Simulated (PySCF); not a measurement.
Species: C4H5Cl2F.
SMILES: `FC/C=C/C(Cl)Cl`

The closed-shell SCF was solved with PySCF and density fitting under several settings on one GFN2-xTB geometry (grid level 2 and gas phase unless stated).

```csv
settings,basis functions,SCF cycles,E (Eh),HOMO (eV),LUMO (eV),dipole (D)
PBE0/pcSseg-1,158,13,-1174.9957,-8.03,-0.77,3.49
PBE0/def2-SVPD,197,13,-1174.6150,-8.07,-0.89,3.35
```

Q: Estimate the rows for these settings: (1) wB97X-D/6-31++G**, energy threshold 1e-11 Eh; (2) PBE0/def2-SVPD, IEF-PCM acetonitrile, damping 0.1 at the start, DIIS from the seventh cycle.

A: 
| settings | basis functions | SCF cycles | E (Eh) | HOMO (eV) | LUMO (eV) | dipole (D) |
| --- | --- | --- | --- | --- | --- | --- |
| wB97X-D/6-31++G**, energy threshold 1e-11 Eh | 164 | 13 | -1175.5328 | -9.84 | 0.95 | 3.57 |
| PBE0/def2-SVPD, IEF-PCM acetonitrile, damping 0.1 at the start, DIIS from the seventh cycle | 197 | 16 | -1174.6247 | -7.85 | -0.66 | 4.66 |

Q: Over all rows, what range does the HOMO–LUMO gap span?

A: From 7.18 eV (PBE0/def2-SVPD) to 10.79 eV (wB97X-D/6-31++G**, energy threshold 1e-11 Eh). The functional of the narrowest has 25 % exact exchange, that of the widest range-separated exact exchange.

Q: And the dipole moment?

A: From 3.35 D (PBE0/def2-SVPD) to 4.66 D (PBE0/def2-SVPD, IEF-PCM acetonitrile, damping 0.1 at the start, DIIS from the seventh cycle); the largest is 1.39 times the smallest, and the median is 3.53 D.

Q: Compare two rows with the functional PBE0: PBE0/pcSseg-1 and PBE0/def2-SVPD. Which energy is lower, and by how much?

A: PBE0/pcSseg-1 (158 functions) lies 0.3807 Eh or 239 kcal/mol below PBE0/def2-SVPD (197 functions). The smaller set gives the lower energy; the two sets aren't nested, so the variational bound doesn't order them by size.

Whole jobs, the steps after the SCF included, on one thread of an Arm Neoverse V1, no GPU (shared host):

| settings | work after the SCF | wall time | peak memory |
| --- | --- | --- | --- |
| PBE0/pcSseg-1 | shieldings, charges and field gradients | 16 s | 0.73 GiB |
| PBE0/def2-SVPD | 6 singlets by full TDDFT, 2 Tamm–Dancoff triplets, polarisability | 24 s | 0.83 GiB |
| wB97X-D/6-31++G**, energy threshold 1e-11 Eh | shieldings | 24 s | 0.81 GiB |
| PBE0/def2-SVPD, IEF-PCM acetonitrile, damping 0.1 at the start, DIIS from the seventh cycle | 6 singlets by TDA, 2 Tamm–Dancoff triplets, polarisability | 27 s | 0.94 GiB |

wB97X-D ran without the empirical dispersion term, which would shift the total energy alone. Cycle counts include a coarse-grid stage where the run had one. All basis functions are spherical, in the Pople sets too. One conformer (not necessarily the lowest) at the GFN2-xTB geometry, without vibrations or thermal averaging.

Shape of the structure used: `[F:1][CH2:2]/[CH:3]=[CH:4]/[CH:5]([Cl:6])[Cl:7]`: F1–C2–C3–C4 0°, C3–C4–C5–Cl6 -120°.
